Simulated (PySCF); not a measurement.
SiIr: frontier orbitals

r²SCAN at R = 2.089 Å; PySCF, scalar-relativistic core potentials, basis sets Si def2-TZVPP, Ir def2-TZVPP with ECP60. State: ²Δ (doublet), unpaired electrons δ ↑. Only the outer orbitals are listed, counted within each symmetry, core potentials removing the inner ones.

```
spin  orbital  occ.  ε (eV)  on Si (%)            main shells (%)
   α       6σ     1  -11.86         78           76 Si s, 13 Ir d
   α       3π     1   -7.30         18           82 Ir d, 15 Si p
   α       3π     1   -7.30         18           82 Ir d, 15 Si p
   α       7σ     1   -7.06         39  60 Ir d, 20 Si p, 18 Si s
   α       1δ     1   -7.00          0                   100 Ir d
   α       1δ     1   -5.90          1                    99 Ir d
   α       8σ     1   -5.82         25  63 Ir s, 22 Si p, 12 Ir d
   α       4π     0   -3.20         74  74 Si p, 13 Ir p, 13 Ir d
   α       4π     0   -3.20         74  74 Si p, 13 Ir p, 13 Ir d
   α       9σ     0   -1.78         40  39 Si p, 28 Ir p, 25 Ir s
   β       6σ     1  -12.11         82           80 Si s, 11 Ir d
   β       7σ     1   -6.77         52  43 Ir d, 34 Si p, 17 Si s
   β       3π     1   -6.77         30           70 Ir d, 27 Si p
   β       3π     1   -6.77         30           70 Ir d, 27 Si p
   β       1δ     1   -5.70          1                    99 Ir d
   β       8σ     1   -5.11         14  57 Ir s, 29 Ir d, 14 Si p
   β       1δ     0   -4.05          1                    99 Ir d
   β       4π     0   -3.18         66  65 Si p, 24 Ir d, 10 Ir p
   β       4π     0   -3.18         66  65 Si p, 24 Ir d, 10 Ir p
```

Task: Which are the highest filled and the lowest empty level, where do they sit, and how wide is the gap?

Result: Highest filled β 8σ at -5.11 eV (in %: 57 Ir s, 29 Ir d, 14 Si p); lowest empty β 1δ at -4.05 eV (in %: 99 Ir d); the gap at r²SCAN is 1.06 eV.

```json
{
  "bond order (Mayer)": "2.54",
  "⟨S²⟩": "0.799",
  "charge on Si (Mulliken, basis-dependent)": "0.12",
  "charge on Si (Löwdin, basis-dependent)": "0.22",
  "dipole moment (positive dipole means Si(−)Ir(+))": "-0.26 D"
}
```

Spin–orbit coupling is left out. The state is the lowest single determinant that the PBE0 search found; with open d or f shells the true ground state can be another one.
